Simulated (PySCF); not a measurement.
Species: C₇H₅FO.
Cartesian coordinates in Å at the PBE0-D3(BJ)/def2-SVP level; atoms count from 1:
```
atom  x, y, z in Å
O1     3.064   -0.464    0.195
C2     2.227    0.310   -0.192
C3     0.768    0.104   -0.038
C4     0.288   -1.048    0.595
C5    -1.081   -1.236    0.736
C6    -1.979   -0.283    0.251
C7    -1.484    0.856   -0.375
F8    -2.340    1.763   -0.836
C9    -0.120    1.066   -0.527
H10    2.511    1.263   -0.709
H11    1.013   -1.777    0.965
H12   -1.466   -2.132    1.229
H13   -3.059   -0.408    0.349
H14    0.238    1.972   -1.024
```

Level: wB97X-D/def2-SVPD in PySCF, non-relativistic, on one gas-phase PBE0-D3(BJ)/def2-SVP geometry that isn't relaxed in the solvent. The solvent is an IEF-PCM continuum (cavity from Bondi-type radii × 1.2), and excitations are vertical TDDFT with non-equilibrium linear response and a frozen core. Specific hydrogen bonds and non-electrostatic terms are outside this model.

Gas-phase singlets (H = HOMO, L = LUMO):

```
state  E (eV)  λ (nm)      f  leading configurations
   S1   3.873     320  0.000   H-1→L 89%, H-1→L+3 9%
   S2   4.835     256  0.043      H→L 75%, H-2→L 10%
   S3   5.451     227  0.199      H-2→L 66%, H→L 16%
   S4   6.536     190  0.399    H→L+1 66%, H-2→L 20%
   S5   6.719     185  0.001             H-1→L+1 93%
```

**Question.** What are the lowest 5 singlets in cyclohexane (ε = 2.017)?

**Answer.** 
```
state  E (eV)  λ (nm)      f  leading configurations  change by rank (eV)
   S1   3.926     316  0.000   H-1→L 90%, H-1→L+3 9%               +0.053
   S2   4.782     259  0.065       H→L 80%, H-2→L 8%               -0.053
   S3   5.342     232  0.293      H-2→L 74%, H→L 13%               -0.109
   S4   6.418     193  0.491    H→L+1 75%, H-2→L 15%               -0.118
   S5   6.700     185  0.371             H-2→L+1 82%               -0.019
```

**Question.** What are the lowest 5 singlets in chloroform (ε = 4.711)?

**Answer.** 
```json
{"state": "S1", "E (eV)": "3.973", "λ (nm)": "312", "f": "0.000", "leading configurations": "H-2→L 90%, H-2→L+3 9%", "change by rank (eV)": "+0.100"}
{"state": "S2", "E (eV)": "4.766", "λ (nm)": "260", "f": "0.064", "leading configurations": "H→L 81%", "change by rank (eV)": "-0.069"}
{"state": "S3", "E (eV)": "5.319", "λ (nm)": "233", "f": "0.306", "leading configurations": "H-1→L 76%, H→L 12%", "change by rank (eV)": "-0.132"}
{"state": "S4", "E (eV)": "6.420", "λ (nm)": "193", "f": "0.483", "leading configurations": "H→L+1 75%, H-1→L 14%", "change by rank (eV)": "-0.116"}
{"state": "S5", "E (eV)": "6.698", "λ (nm)": "185", "f": "0.367", "leading configurations": "H-1→L+1 81%", "change by rank (eV)": "-0.021"}
```

**Question.** The ground-state energy changes by -0.188 eV from gas to chloroform. By how much does the total energy of gas-phase S2 change?

**Answer.** E(S2) = E(S0) + excitation energy, so it changes by -0.188 − 0.069 = -0.257 eV: it is lowered more than the ground state, which is what a red shift means. This is the vertical state, with the slow part of the continuum still set for S0.

**Question.** How do the frontier levels move from gas to chloroform?

**Answer.** 
```json
{"orbital": "LUMO+2", "gas (eV)": "2.35", "solvent (eV)": "2.50", "change (eV)": "+0.15"}
{"orbital": "LUMO+1", "gas (eV)": "0.92", "solvent (eV)": "1.11", "change (eV)": "+0.19"}
{"orbital": "LUMO", "gas (eV)": "-0.47", "solvent (eV)": "-0.38", "change (eV)": "+0.09"}
{"orbital": "HOMO", "gas (eV)": "-9.46", "solvent (eV)": "-9.33", "change (eV)": "+0.13"}
{"orbital": "HOMO-1", "gas (eV)": "-9.78", "solvent (eV)": "-9.76", "change (eV)": "+0.02"}
{"orbital": "HOMO-2", "gas (eV)": "-9.92", "solvent (eV)": "-9.81", "change (eV)": "+0.11"}
{"orbital": "HOMO-3", "gas (eV)": "-12.56", "solvent (eV)": "-12.36", "change (eV)": "+0.20"}
```

The HOMO–LUMO gap goes from 8.99 to 8.95 eV. Rows go by rank; for HOMO-2, HOMO-1 and HOMO the atom shares or the degeneracy differ between the runs, so the row needn't follow one orbital.

The pairwise dispersion term of wB97X-D wasn't added to the energies; at a given geometry it leaves orbitals and properties as they are.
